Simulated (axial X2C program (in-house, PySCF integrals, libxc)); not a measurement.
## TaN: nuclear properties from DFT to coupled cluster

Computed with an axial X2C code built on PySCF integrals: two-component X2C with atomic mean-field Coulomb and Gaunt terms, Gaussian nuclei, basis Ta dyall-acv3z, N dyall-av3z with contracted cores.

R = 1.673 Å (near the PBE0 minimum at charge 0 of the determinant lowest at the starting distance; the state shown can have its own minimum elsewhere); state Ω = 0 (closed shell).

```tsv
level	qzz N (a.u.)	μ (D)
PBE0	-0.69	-3.56
HF	-0.85	-4.16
B3LYP	-0.70	-3.55
```

qzz is the electric field gradient, eQq0 = 234.96 MHz × Q/barn × qzz; μ is positive if the N end (last atom) is positive. The operators were transformed with the bare-nucleus X2C matrices; with these basis sets, hyperfine constants and field gradients can be off by tens of per cent, and where levels differ in sign neither size nor sign is settled.

Finite-field MP2, CCSD and CCSD(T), with 18 electrons correlated in 130 natural virtual spinors (MP2 remainder added):

```
  level  qzz N (a.u.)  μ (D)
    MP2         -0.36  -2.84
   CCSD         -0.64  -3.54
CCSD(T)         -0.59  -3.43
```

T1 = 0.028 (Lee–Taylor). One unrestricted determinant, the lowest of a limited PBE0 search, is the reference; the functionals treat spin collinearly. Correlation of the inner shells is missing, which matters for properties at the nucleus. Number of frozen shells: Ta 4 s, 3 p, 2 d, 1 f; N 1 s.

(1) By how much does correlation change each value, CCSD(T) against HF?

Answers

(1) qzz N -31 %; μ -18 %.
